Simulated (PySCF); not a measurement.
**Radial density of Li (lithium, neutral)**

UHF, [He] 2s1, 2S determinant. All numbers are calculated (PySCF 2.14, no relativity, point nucleus, in aug-cc-pVDZ (4s3p2d, 23 functions)).

```
r (bohr)  4πr²ρ (e/bohr)  4πr²(ρα − ρβ)
 0.00703        0.008106         0.0001
  0.0118         0.02253         0.0003
  0.0199         0.06104         0.0007
  0.0334          0.1587         0.0019
  0.0562          0.3928         0.0047
  0.0946          0.8853         0.0106
   0.159           1.723         0.0201
   0.268           2.624         0.0285
   0.450           2.708         0.0220
   0.757           1.502         0.0012
    1.27          0.3473         0.0370
    2.14          0.2113         0.1986
    3.60          0.2584         0.2583
    6.06         0.07695         0.0770
    10.2        0.002705         0.0027
```
